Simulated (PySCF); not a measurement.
Atoms are numbered as in `[CH3:1][SiH2:2][SiH2:3][NH2:4]`; H(Xn) means a hydrogen on atom n.

- shielding tensors at PBE0/pcSseg-1 (GIAO)
- geometry from GFN2-xTB
- code: PySCF
- relativity neglected, one conformer, isolated molecule, fast rotation and ring inversion assumed for equivalent nuclei

δ = σ(ref) − σ, references computed at the same level: $^{13}$C and $^{1}$H and $^{29}$Si against TMS; NH3 for $^{15}$N.

```json
{"atoms": "N4", "nucleus": "$^{15}$N", "count": "1", "Hirshfeld charge": "-0.32", "δ (ppm)": "-1.5"}
{"atoms": "H(Si2)", "nucleus": "$^{1}$H", "count": "2", "Hirshfeld charge": "-0.08", "δ (ppm)": "3.96"}
{"atoms": "Si3", "nucleus": "$^{29}$Si", "count": "1", "Hirshfeld charge": "0.28", "δ (ppm)": "?"}
{"atoms": "H(Si3)", "nucleus": "$^{1}$H", "count": "2", "Hirshfeld charge": "-0.09", "δ (ppm)": "5.06"}
{"atoms": "Si2", "nucleus": "$^{29}$Si", "count": "1", "Hirshfeld charge": "0.25", "δ (ppm)": "-80.9"}
{"atoms": "H(C1)", "nucleus": "$^{1}$H", "count": "3", "Hirshfeld charge": "0.04", "δ (ppm)": "0.07"}
{"atoms": "C1", "nucleus": "$^{13}$C", "count": "1", "Hirshfeld charge": "-0.21", "δ (ppm)": "?"}
{"atoms": "H(N4)", "nucleus": "$^{1}$H", "count": "2", "Hirshfeld charge": "0.11", "δ (ppm)": "-0.29"}
```

Estimate the values marked ?.

Results:


- C1: -10.5 ppm, methyl carbon bonded to Si; an electropositive neighbour leaves it electron-rich and shielded
- Si3: -50.9 ppm, silicon bonded to N, Si, 2 H

OH/NH shifts are gas-phase values; hydrogen bonding in solution moves them, usually downfield. Shifts are as computed. Against solution values, carbons near 30 ppm lie about +3 ppm off and those near 130 ppm about +5 ppm (rms about the fit 2.1 ppm; single classes can miss by 10 ppm). Of 1328 compounds with measured shifts, 309 miss one by over three times the rms of a fit or turn the order of signals round; such compounds aren't used in these exercises. Signals without a measured value on file couldn't be tested in this way; 1H shifts scatter by 0.2 ppm about their fit, and single ones miss by 0.5 ppm. Experimental scales use liquid or dissolved standards, which lie at an offset from isolated NH3 (liquid NH3: subtract about 20 ppm).
